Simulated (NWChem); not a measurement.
System: C4H5FO; SMILES C1CC([C@H]1F)=O

Input file for NWChem:

```
start job
memory heap 200 mb stack 900 mb global 1100 mb
geometry units angstroms noautoz
  O      1.341720     1.378529     0.294238
  C      0.363089     0.750733    -0.007765
  C     -1.155735     0.989124     0.105329
  C     -1.325336    -0.560013     0.085460
  C      0.118394    -0.705612    -0.462938
  F      0.922480    -1.685270     0.062785
  H     -1.484077     1.529559     0.997175
  H     -1.564244     1.488223    -0.780737
  H     -2.126628    -0.972464    -0.530764
  H     -1.387031    -0.973191     1.095942
  H      0.136901    -0.780736    -1.559407
end
basis spherical
  * library def2-svp
end
dft
  xc mn15-l
  iterations 150
  mulliken
end
task dft energy
```

NWChem printed, in part:

```
             Northwest Computational Chemistry Package (NWChem) 7.3.0
             --------------------------------------------------------

 C1  symmetry detected

                             Geometry "geometry" -> ""
                             -------------------------

 Output coordinates in angstroms (scale by  1.889725989 to convert to a.u.)

  No.       Tag          Charge          X              Y              Z
 ---- ---------------- ---------- -------------- -------------- --------------
    1 O                    8.0000     1.49053959     1.25442833     0.10474982
    2 C                    6.0000     0.43383864     0.72171082    -0.10176267
    3 C                    6.0000    -1.04108922     1.14536613     0.04503943
    4 C                    6.0000    -1.38597051    -0.36902380     0.17413150
    5 C                    6.0000     0.00432058    -0.73001942    -0.41158907
    6 F                    9.0000     0.71616746    -1.74757574     0.17195350
    7 H                    1.0000    -1.26340481     1.79620432     0.89489422
    8 H                    1.0000    -1.43191597     1.60976057    -0.86747611
    9 H                    1.0000    -2.25715570    -0.73686811    -0.37143578
   10 H                    1.0000    -1.44614694    -0.68248073     1.21994207
   11 H                    1.0000    -0.03779736    -0.90206338    -1.49641963

 Effective nuclear repulsion energy (a.u.)     230.6353366040

                                 NWChem DFT Module
                                 -----------------

 Summary of "ao basis" -> "ao basis" (spherical)
 ------------------------------------------------------------------------------
       Tag                 Description            Shells   Functions and Types
 ---------------- ------------------------------  ------  ---------------------
 O                          def2-svp                 6       14   3s2p1d
 C                          def2-svp                 6       14   3s2p1d
 F                          def2-svp                 6       14   3s2p1d
 H                          def2-svp                 3        5   2s1p

            General Information
            -------------------
          SCF calculation type: DFT
          Wavefunction type:  closed shell.
          No. of atoms     :    11
          No. of electrons :    46
           Alpha electrons :    23
            Beta electrons :    23
          Charge           :     0
          Spin multiplicity:     1
          Use of symmetry is: off; symmetry adaption is: off
          Maximum number of iterations: 150
          AO basis - number of functions:   109
                     number of shells:    51
          Convergence on energy requested:  1.00D-06
          Convergence on density requested:  1.00D-05
          Convergence on gradient requested:  5.00D-04

              XC Information
              --------------
                       MN15-L Method XC Functional
                        MN15-L Exchange Functional  1.000
                      MN15-L Correlation Potential  1.000

             Grid Information
             ----------------
          Grid used for XC integration:  medium
          Radial quadrature: Mura-Knowles
          Angular quadrature: Lebedev.
          Tag              B.-S. Rad. Rad. Pts. Rad. Cut. Ang. Pts.
          ---              ---------- --------- --------- ---------
          O                   0.60       49          11.0       434
          C                   0.70       49           9.0       434
          F                   0.50       49          11.0       434
          H                   0.35       45          10.0       434
          Grid pruning is: on
          Number of quadrature shells:   519
          Spatial weights used:  Erf1

      Superposition of Atomic Density Guess
      -------------------------------------

 Sum of atomic energies:        -326.97930240

      Non-variational initial energy
      ------------------------------

 Total energy =    -330.231859
 1-e energy   =    -904.420936
 2-e energy   =     343.553740
 HOMO         =      -0.294365
 LUMO         =      -0.032985

     ---------------------------------------------
      Total Density - Mulliken Population Analysis
     ---------------------------------------------

    Atom       Charge   Shell Charges
 -----------   ------   -------------------------------------------------------
    1 O    8     8.68   1.99  1.14  0.66  3.05  1.82  0.01
    2 C    6     5.42   1.99  0.95  0.28  1.53  0.58  0.09
    3 C    6     6.21   1.99  0.97  0.20  2.01  1.01  0.03
    4 C    6     6.17   1.99  0.97  0.18  2.01  1.00  0.03
    5 C    6     5.60   1.99  0.94  0.25  1.68  0.67  0.07
    6 F    9     9.43   1.99  1.14  0.78  3.45  2.07  0.00
    7 H    1     0.88   0.66  0.20  0.02
    8 H    1     0.87   0.66  0.19  0.02
    9 H    1     0.91   0.68  0.20  0.02
   10 H    1     0.90   0.68  0.20  0.02
   11 H    1     0.93   0.69  0.22  0.02

   convergence    iter        energy       DeltaE   RMS-Dens  Diis-err
 ---------------- ----- ----------------- --------- --------- ---------
 d= 0,ls=0.0,diis     1   -329.7243141051 -5.60D+02  2.69D-02  1.29D+00
 d= 0,ls=0.0,diis     2   -329.2381948581  4.86D-01  2.04D-02  5.91D+00
 d= 0,ls=0.0,diis     3   -329.8497944853 -6.12D-01  3.21D-03  7.44D-02
 d= 0,ls=0.0,diis     4   -329.8542499055 -4.46D-03  1.47D-03  3.36D-02
 d= 0,ls=0.0,diis     5   -329.8575251729 -3.28D-03  1.93D-04  4.10D-04
  Resetting Diis
 d= 0,ls=0.0,diis     6   -329.8575582326 -3.31D-05  6.68D-05  5.48D-05
 d= 0,ls=0.0,diis     7   -329.8575646258 -6.39D-06  3.18D-05  1.73D-06
 d= 0,ls=0.0,diis     8   -329.8575643452  2.81D-07  1.90D-05  4.26D-06
 d= 0,ls=0.0,diis     9   -329.8575648279 -4.83D-07  3.67D-06  2.47D-07

         Total DFT energy =     -329.857564827899
      One electron energy =     -907.060834580567
           Coulomb energy =      388.674531422227
    Exchange-Corr. energy =      -42.106598273556
 Nuclear repulsion energy =      230.635336603997

 Numeric. integr. density =       45.999999817376

                       DFT Final Molecular Orbital Analysis
                       ------------------------------------

 Vector   21  Occ=2.000000D+00  E=-3.369147D-01
              MO Center= -2.3D-01, -2.4D-01, -3.9D-02, r^2= 3.6D+00
   Bfn.  Coefficient  Atom+Function         Bfn.  Coefficient  Atom+Function
  ----- ------------  ---------------      ----- ------------  ---------------
     4      0.252973   1 O  px               74      0.247051   6 F  px
    95      0.242721   9 H  s                17      0.225822   2 C  s
    46     -0.222669   4 C  px               75      0.188792   6 F  py
    19     -0.180278   2 C  py               77     -0.178626   6 F  px
     7      0.162382   1 O  px               18     -0.157304   2 C  px

 Vector   22  Occ=2.000000D+00  E=-3.116414D-01
              MO Center= -1.3D-01, -6.1D-01, -4.4D-02, r^2= 3.0D+00
   Bfn.  Coefficient  Atom+Function         Bfn.  Coefficient  Atom+Function
  ----- ------------  ---------------      ----- ------------  ---------------
    76      0.299399   6 F  pz               74     -0.260070   6 F  px
    45      0.232156   4 C  s                79     -0.220077   6 F  pz
   105     -0.215320  11 H  s                46      0.212648   4 C  px
    62      0.212852   5 C  pz               60     -0.201222   5 C  px
    77      0.199277   6 F  px               47     -0.178499   4 C  py

 Vector   23  Occ=2.000000D+00  E=-2.341228D-01
              MO Center=  6.7D-01,  7.0D-01, -1.5D-02, r^2= 2.6D+00
   Bfn.  Coefficient  Atom+Function         Bfn.  Coefficient  Atom+Function
  ----- ------------  ---------------      ----- ------------  ---------------
     5      0.427872   1 O  py               31     -0.341726   3 C  s
     8      0.326384   1 O  py               32     -0.249038   3 C  px
    59      0.237494   5 C  s                35     -0.230791   3 C  px
    61      0.225518   5 C  py                4     -0.222157   1 O  px
     7     -0.175322   1 O  px               19     -0.165715   2 C  py

 Vector   24  Occ=0.000000D+00  E=-6.412548D-02
              MO Center=  3.3D-01,  6.4D-01, -1.3D-01, r^2= 2.9D+00
   Bfn.  Coefficient  Atom+Function         Bfn.  Coefficient  Atom+Function
  ----- ------------  ---------------      ----- ------------  ---------------
    59     -0.451297   5 C  s                20      0.446196   2 C  pz
    23      0.420611   2 C  pz                9     -0.381707   1 O  pz
     6     -0.358390   1 O  pz              106      0.330970  11 H  s
    91      0.316705   8 H  s                31     -0.314756   3 C  s
    17      0.313048   2 C  s                86     -0.281719   7 H  s

 Vector   25  Occ=0.000000D+00  E= 5.240893D-02
              MO Center= -1.3D+00,  4.9D-01, -2.2D-01, r^2= 6.0D+00
   Bfn.  Coefficient  Atom+Function         Bfn.  Coefficient  Atom+Function
  ----- ------------  ---------------      ----- ------------  ---------------
    31      1.505788   3 C  s                45      1.221488   4 C  s
    91     -1.003498   8 H  s                86     -0.970707   7 H  s
    96     -0.779491   9 H  s               101     -0.779116  10 H  s
   106     -0.720756  11 H  s                59      0.544007   5 C  s
    36      0.484016   3 C  py               17     -0.361080   2 C  s

 Vector   26  Occ=0.000000D+00  E= 7.791422D-02
              MO Center= -7.1D-01, -1.7D-01, -9.9D-03, r^2= 5.9D+00
   Bfn.  Coefficient  Atom+Function         Bfn.  Coefficient  Atom+Function
  ----- ------------  ---------------      ----- ------------  ---------------
    59      1.301010   5 C  s               101      1.261428  10 H  s
    45     -1.156575   4 C  s               106     -1.124356  11 H  s
    86      0.605839   7 H  s                17     -0.492788   2 C  s
    91     -0.486347   8 H  s                65     -0.455850   5 C  pz
    51     -0.448597   4 C  pz               37     -0.435960   3 C  pz

[...]
```

Level: MN15-L/def2-SVP. Geometry: optimised at B3LYP/6-31G* (spherical d).
